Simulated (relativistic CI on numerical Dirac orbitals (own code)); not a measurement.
One change at a time: La XXIII

Base calculation: Dirac-Coulomb-Breit CI, separate exchange-only KLI orbitals for each configuration, model QED (radiative potential, 1s self-energy scaled to tabulated hydrogen-like ionisation energies), unscaled Slater integrals.

Configuration list (outside the closed core [Ar] 3d10): 4s²4p⁵, 4s4p⁶, 4s²4p⁴4d, 4s4p⁵4d, 4s²4p⁴4f, 4s4p⁵4f, 4p⁶4d, 4s4p⁴4d², 4s²4p³4d4f, 4p⁶4f, 4s²4p⁴5s, 4s²4p⁴5p, 4p⁶5s, 4p⁵4d4f, 4s4p⁴4d5s, 4s4p⁵5s, 4s²4p⁴5d, 4s4p⁴4f², 4s²4p³4f5s, 4s4p⁵5p, 4s²4p⁴5f, 4s²4p⁴5g, 4s4p⁵5d, 4s²4p⁴6s, 4s²4p⁴6p, 4s4p⁵5f, 4p⁵4f5s, 4s²4p³4d², 4s²4p²4d³, 4s4p³4d³, 4s²4p²4d²4f, 4s4p³4d²4f, 4s²4p²4d²5s, 4p⁵4d², 4p⁴4d³, 4p⁴4d²4f, 4p⁴4d²5s, 4p⁵4d5s, 4p⁴4d4f5s, 4p⁴4d5s², 4s²4p³5s², 4s²4p²4d5s², 4s4p³4d5s², 4s²4p²4f5s², 4s4p³4f5s². Double excitations out of closed p, d and f shells are left out; levels of such configurations are missing from the list, as are those of other unlisted configurations, and high levels can miss mixing partners. These lack a partner that the ground configuration has and come out too high: 4s²4p⁴5p, 4s4p⁵5s, 4s²4p⁴5d, 4s4p⁵5p, 4s²4p⁴5f.

Variants: (1) valence Slater integrals scaled by 0.9; (2) Breit term removed; (3) non-relativistic limit. Shifts of the energy above 4s²4p⁵ ²P°3/2, in cm⁻¹, for the lowest level and the first level of each name with at least 55 % of one term (blank where a level changes its place among those of its configuration and J or its character, or is not in the variant):

```
           Level     Base    Δ(1)   Δ(2)     Δ(3)
   4s²4p⁵ ²P°3/2        0       0      0        0
   4s²4p⁵ ²P°1/2   172813    +334  +2178  -172812
     4s4p⁶ ²S1/2   629456  +12499   +586  -191399
  4s²4p⁴4d ⁴D5/2   732504   +6462  +1881   -55788
  4s²4p⁴4d ⁴F9/2   776696   +4303  +2771   -58904
  4s²4p⁴4d ⁴P1/2   821689   +1452  +2434         
  4s²4p⁴4d ⁴D1/2   876002   +8326  +3732         
  4s²4p⁴4d ²G9/2   963494   +3089  +5064  -212914
  4s²4p⁴4d ²S1/2  1037615  -10484  +3368  -174903
  4s4p⁵4d ⁴P°1/2  1343302  +15387  +1878  -221939
  4s4p⁵4d ⁴P°3/2  1357926  +14638  +2187  -236563
  4s4p⁵4d ⁴F°7/2  1387671  +11755  +2290  -238362
  4s4p⁵4d ⁴F°9/2  1397539  +13115  +3073  -248230
4s²4p³4d² ⁴P°1/2  1567136   +6716  +4353
```

At this charge energies of transitions that change n are usually good to better than 1 %, and those within a shell (Δn = 0) to a few per cent.

Ionisation energy from the two ground configurations alone: base 731.016 eV; Breit term removed 731.475 eV. The NIST ASD value (theoretical) is 731 eV.

LS names give the leading component of a level, which can be under half, so a name can repeat, a term be missing and a line seem to break the LS rules.
